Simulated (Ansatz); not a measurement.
Ansatz (a first-principles code) input (RI-MP2/def2-TZVPPD):
A basis named .json is the Basis Set Exchange file of that set.

Ansatz 0.2 input:
```yaml
crystal:
  periodic: [false, false, false]
  atoms:
    - {symbol: W, position_ang: [0.02181433, 0.00429698, 0.00691849]}
    - {symbol: H, position_ang: [-0.55713025, -1.59540083, -0.15211076]}
    - {symbol: H, position_ang: [-1.05713034, 1.27742461, -0.35985745]}
basis:
  gaussian:
    orbitals: def2-TZVPPD.json
    fitting: {mean_field: def2-universal-jkfit, correlation: def2-TZVPPD-RIFIT.json}
magnetization: {spin_polarized: true, initial_magnetization: 2}
correlation: {method: mp2, electrons: outside_noble_gas}
```

Output:

```
Functional definition: HF
integrals: 0.02 GiB planned
263 factors; integrals over basis functions are off by at most 1.0e0 eV
271 factors; integrals over basis functions are off by at most 1.8e0 eV
mean field: 0.13 GiB planned
mean field evaluation 1: about -1833.1712 eV, gradient 1.3e1 eV
mean field evaluation 2: about -1834.1554 eV, gradient 6.6e0 eV
mean field evaluation 4: about -1834.4550 eV, gradient 8.3e-1 eV
mean field evaluation 8: about -1834.5160 eV, gradient 3.8e-1 eV
mean field evaluation 16: about -1834.7255 eV, gradient 9.1e-1 eV
mean field evaluation 32: about -1834.0635 eV, gradient 7.2e-1 eV
mean field evaluation 64: about -1833.2776 eV, gradient 8.8e-1 eV
mean field evaluation 96: about -1835.1469 eV, gradient 6.6e-1 eV
mean field evaluation 128: about -1835.0263 eV, gradient 9.1e-2 eV
mean field evaluation 160: about -1835.2513 eV, gradient 4.6e-1 eV
mean field evaluation 192: about -1835.1687 eV, gradient 3.0e-1 eV
mean field evaluation 224: about -1831.8975 eV, gradient 5.3e0 eV
mean field evaluation 256: about -1834.3632 eV, gradient 1.2e0 eV
mean field evaluation 288: about -1834.5885 eV, gradient 2.7e-1 eV
mean field -1835.27938970 eV, -67.4452735744 hartree, gradient 1.9e-6 eV, S^2 2.970464; 33 other end points of the search recorded, 0 dependent functions left out
4 core orbitals not correlated
reference -1835.27938970 eV, -67.4452735744 hartree; 5, 3 occupied and 84, 86 virtual orbitals, 271 factors
second order -4.00414043 eV of doubles, -0.00000000 eV of singles
Total energy: -1839.28353013 eV, -67.5924230212 hartree
```

The spin state was set by rule; other spins were not relaxed.

The determinant is spin-contaminated: <S^2> is 2.97 against 2.00 for a pure state.
